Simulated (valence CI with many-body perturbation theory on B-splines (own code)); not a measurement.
# Ag XVI: electric-dipole lines

Computed by valence CI with perturbative core correlation (CI+MBPT): four valence electrons over a frozen Dirac-Fock core [Ar] 3d10, radial functions for each j: 11 s, 11 p, 9 d, 7 f, 5 g, 2 h, 1 i, with the one-electron correlation potential Σ1 (screened to all orders), the two-electron term Σ2, the three-electron term Σ3, Breit, model QED; selected single and double excitations, second order for the rest (own B-spline code, finite nucleus).

No measured spectrum was set against this ion. As an estimate, levels hold to about 250 cm⁻¹ or 0.2 % of their energy and the worst to 1 %, as in measured heavy ions of charge 2 to 7; those with d or f electrons hold less well.

Lines 51 to 100 of 223 in falling wavelength, among levels below 125.16 eV, chosen from the strongest by gf and those to the six lowest levels. Wavelengths and rates use the calculated energies, so an error of 1000 cm⁻¹ moves a line at 26.84 nm by 0.27 % and its rate by three times that or more. Electric multipoles are in the length gauge, E1 and E2 with the static RPA response of the core. Weak lines are less certain than strong ones. Lines between different terms over intervals too small for the method are left out, as are lines whose strength nearly cancels. The highest levels of a list are the least certain.

Names give the largest LS component (configuration and term), which can be under half, so a name can repeat, a term be missing and a line seem to break the LS rules; names also repeat where a configuration has a term twice. Letters in brackets count levels of one name in rising energy.

| λ vac (nm) | Upper | Lower | A (s⁻¹) | S (a.u.) with core polarisation | S without |
| --- | --- | --- | --- | --- | --- |
| 26.84 | 4s 4p3 1D°_2 | 4s2 4p2 1D_2 | 1.65e+10 | 7.86e-01 | 8.63e-01 |
| 26.74 | 4s 4p2 4d 3P_0 [b] | 4s2 4p 4d 3D°_1 | 9.42e+09 | 8.89e-02 | 9.74e-02 |
| 26.67 | 4s 4p2 4d 3G_3 | 4s2 4p 4d 3F°_2 | 1.02e+10 | 6.71e-01 | 7.39e-01 |
| 26.65 | 4s 4p3 3P°_1 | 4s2 4p2 3P_2 | 6.92e+08 | 1.94e-02 | 2.12e-02 |
| 26.44 | 4s 4p2 4d 3D_1 [c] | 4s2 4p 4d 3P°_2 | 3.25e+09 | 8.89e-02 | 9.75e-02 |
| 26.29 | 4s 4p2 4d 3F_2 [c] | 4s2 4p 4d 3D°_1 | 6.58e+09 | 2.95e-01 | 3.26e-01 |
| 26.24 | 4s 4p3 3P°_2 | 4s2 4p2 3P_2 | 1.56e+10 | 6.98e-01 | 7.65e-01 |
| 26.13 | 4s 4p3 3P°_0 | 4s2 4p2 3P_1 | 1.27e+10 | 1.12e-01 | 1.22e-01 |
| 26.12 | 4s 4p2 4d 3F_3 [b] | 4s2 4p 4d 3P°_2 | 3.93e+09 | 2.42e-01 | 2.66e-01 |
| 26.02 | 4s 4p2 4d 3D_2 [b] | 4s2 4p 4d 3P°_2 | 3.12e+09 | 1.36e-01 | 1.49e-01 |
| 25.90 | 4s 4p2 4d 3F_2 [b] | 4s2 4p 4d 3F°_2 | 1.16e+10 | 4.97e-01 | 5.44e-01 |
| 25.90 | 4s 4p2 4d 3D_2 [c] | 4s2 4p 4d 3D°_1 | 7.51e+09 | 3.22e-01 | 3.55e-01 |
| 25.75 | 4s 4p2 4d 3D_3 [b] | 4s2 4p 4d 3F°_3 | 3.31e+09 | 1.95e-01 | 2.14e-01 |
| 25.69 | 4s 4p3 3P°_1 | 4s2 4p2 3P_1 | 1.25e+10 | 3.14e-01 | 3.44e-01 |
| 25.57 | 4s 4p2 4d 3P_1 [b] | 4s2 4p 4d 3P°_2 | 9.85e+09 | 2.44e-01 | 2.67e-01 |
| 25.39 | 4s 4p2 4d 3F_3 [c] | 4s2 4p 4d 3P°_2 | 2.57e+09 | 1.45e-01 | 1.60e-01 |
| 25.31 | 4s 4p3 3P°_2 | 4s2 4p2 3P_1 | 1.32e+06 | 5.28e-05 | 5.59e-05 |
| 25.26 | 4s 4p2 4d 3P_1 [c] | 4s2 4p 4d 3D°_1 | 4.10e+09 | 9.79e-02 | 1.07e-01 |
| 25.24 | 4s 4p3 1P°_1 | 4s2 4p2 1S_0 | 1.08e+10 | 2.57e-01 | 2.83e-01 |
| 24.86 | 4p4 3P_0 | 4s 4p3 3D°_1 | 1.71e+10 | 1.30e-01 | 1.42e-01 |
| 24.78 | 4p4 1D_2 | 4s 4p3 3D°_3 | 5.54e+09 | 2.08e-01 | 2.28e-01 |
| 24.65 | 4s 4p2 4d 3D_1 [a] | 4s2 4p 4d 3F°_2 | 7.94e+09 | 1.76e-01 | 1.93e-01 |
| 24.57 | 4s 4p2 4d 3F_3 [b] | 4s2 4p 4d 3F°_3 | 1.16e+10 | 5.95e-01 | 6.53e-01 |
| 24.49 | 4s 4p2 4d 3D_2 [b] | 4s2 4p 4d 3F°_3 | 2.32e+09 | 8.41e-02 | 9.19e-02 |
| 24.44 | 4s 4p2 4d 3P_2 [b] | 4s2 4p 4d 3P°_2 | 9.06e+09 | 3.26e-01 | 3.58e-01 |
| 24.30 | 4p4 3P_1 | 4s 4p3 3D°_2 | 1.03e+10 | 2.19e-01 | 2.39e-01 |
| 24.09 | 4s 4p2 4d 3F_2 [c] | 4s2 4p 4d 3F°_3 | 5.58e+09 | 1.92e-01 | 2.10e-01 |
| 23.97 | 4s 4p2 4d 3D_1 [b] | 4s2 4p 4d 3F°_2 | 2.32e+10 | 4.72e-01 | 5.17e-01 |
| 23.93 | 4s 4p2 4d 3F_3 [c] | 4s2 4p 4d 3F°_3 | 6.60e+09 | 3.12e-01 | 3.43e-01 |
| 23.89 | 4p4 3P_1 | 4s 4p3 3D°_1 | 5.67e+09 | 1.14e-01 | 1.26e-01 |
| 23.76 | 4s 4p2 4d 3D_2 [c] | 4s2 4p 4d 3F°_3 | 2.82e+10 | 9.34e-01 | 1.02e+00 |
| 23.76 | 4s 4p2 4d 3D_2 [a] | 4s2 4p 4d 3F°_2 | 6.15e+09 | 2.03e-01 | 2.23e-01 |
| 23.45 | 4s 4p3 3S°_1 | 4s2 4p2 3P_2 | 5.63e+10 | 1.07e+00 | 1.18e+00 |
| 23.38 | 4s 4p3 1D°_2 | 4s2 4p2 3P_2 | 2.31e+09 | 7.28e-02 | 7.99e-02 |
| 23.37 | 4p4 3P_2 | 4s 4p3 5S°_2 | 1.86e+09 | 5.85e-02 | 6.41e-02 |
| 23.19 | 4s 4p2 4d 3D_2 [b] | 4s2 4p 4d 3F°_2 | 3.47e+09 | 1.07e-01 | 1.17e-01 |
| 23.11 | 4s 4p3 3P°_1 | 4s2 4p2 3P_0 | 2.54e+09 | 4.65e-02 | 5.08e-02 |
| 23.08 | 4s 4p2 4d 3P_2 [b] | 4s2 4p 4d 3F°_3 | 8.53e+09 | 2.59e-01 | 2.83e-01 |
| 23.05 | 4s 4p3 1P°_1 | 4s2 4p2 1D_2 | 5.51e+10 | 1.00e+00 | 1.09e+00 |
| 22.88 | 4s2 4p 4d 3F°_2 | 4s2 4p2 1D_2 | 2.70e+09 | 7.99e-02 | 8.73e-02 |
| 22.84 | 4s 4p2 4d 3F_2 [c] | 4s2 4p 4d 3F°_2 | 1.38e+10 | 4.05e-01 | 4.44e-01 |
| 22.71 | 4s 4p3 3S°_1 | 4s2 4p2 3P_1 | 2.12e+10 | 3.68e-01 | 4.02e-01 |
| 22.63 | 4s 4p3 1D°_2 | 4s2 4p2 3P_1 | 5.38e+08 | 1.54e-02 | 1.68e-02 |
| 22.06 | 4s 4p2 4d 3P_1 [c] | 4s2 4p 4d 3F°_2 | 8.56e+09 | 1.36e-01 | 1.49e-01 |
| 21.88 | 4s2 4p 4d 3D°_1 | 4s2 4p2 1S_0 | 1.02e+08 | 1.58e-03 | 1.69e-03 |
| 21.74 | 4s2 4p 4d 3F°_3 | 4s2 4p2 1D_2 | 4.48e+07 | 1.59e-03 | 1.77e-03 |
| 21.41 | 4s 4p2 4d 3D_3 [a] | 4s 4p3 1D°_2 | 3.47e+09 | 1.18e-01 | 1.28e-01 |
| 20.90 | 4p4 3P_1 | 4s 4p3 5S°_2 | 8.36e+06 | 1.13e-04 | 1.23e-04 |
| 20.76 | 4s 4p2 4d 3D_1 [b] | 4s 4p3 1D°_2 | 8.73e+09 | 1.16e-01 | 1.26e-01 |
| 20.71 | 4s 4p2 4d 3P_1 [a] | 4s 4p3 3P°_2 | 1.39e+10 | 1.83e-01 | 1.99e-01 |
